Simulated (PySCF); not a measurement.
Cd(Me)(SiH3) (CH6CdSi), SMILES [CH3][Cd][SiH3].

The structure is a stationary point at B3LYP-D3(BJ)/def2-SVP. The structure was generated by enumeration; whether it is a known compound was not checked. The def2 effective core potentials stand for the cores of Cd; spin–orbit coupling is left out.

Two levels are set side by side: PBE/def2-TZVPD (PySCF) and r2SCAN/def2-TZVPD (PySCF). Same geometry, gas phase. Differences are taken from unrounded values.

| quantity | r2SCAN |
|---|---|
| orbital gap (eV) | 4.71 |
| highest occupied level (eV) | -5.97 |
| lowest empty level (eV) | -1.26 |
| dipole moment (D) | 0.84 |
| mean polarisability (bohr³) | 85.2 |

What does PBE give, and how far is it from r2SCAN? (The exact figures need the calculation; the answer reports its results.)


| quantity | PBE | PBE minus r2SCAN |
|---|---|---|
| orbital gap (eV) | 4.28 | -0.43 |
| highest occupied level (eV) | -5.79 | 0.17 |
| lowest empty level (eV) | -1.51 | -0.25 |
| dipole moment (D) | 0.89 | 0.05 |
| mean polarisability (bohr³) | 88.1 | 3.0 |

Rough cost on one machine, each run with all the roots and properties that it gave: r2SCAN against PBE about 3 times.
